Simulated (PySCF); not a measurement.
## Exercise with solution: oscillator strength and radiative lifetime

CH8O2Si3, SMILES O=CO[SiH2][SiH2][SiH3].

Coordinates come from a TPSSh-D3(BJ)/def2-SVP optimisation. This is a generated structure with no PubChem entry under its InChIKey; it may be hypothetical. One conformer was computed; it need not be the lowest.

TDA-PBE/def2-SVPD (PySCF) puts the first singlet state with f over 0.02 at 5.95 eV (vertical), with the transition dipole (-0.234, -0.425, -0.032) in atomic units.

### Question
Find the oscillator strength, the wavelength and the radiative lifetime that this transition would have in vacuum if emission retraced absorption.

### Answer

|μ|² = 0.2364 au, so |μ| = 1.24 D. ΔE = 5.95/27.211 = 0.2187 hartree. f = (2/3) ΔE |μ|² = 0.034 (the program prints 0.034).
λ = 1239.84/5.95 = 208 nm; ν = 47990 cm⁻¹.
Einstein's coefficient A = 0.6670 ν² f s⁻¹ (ν in cm⁻¹) = 5.3e7 s⁻¹, so τ = 1/A = 19 ns. This state is S5; the lower singlets have f = 0.002, 0.009, 0.006, 0.002. The figure is the radiative limit of this one transition; relaxation, internal conversion, crossing to triplets and a medium change what is measured.
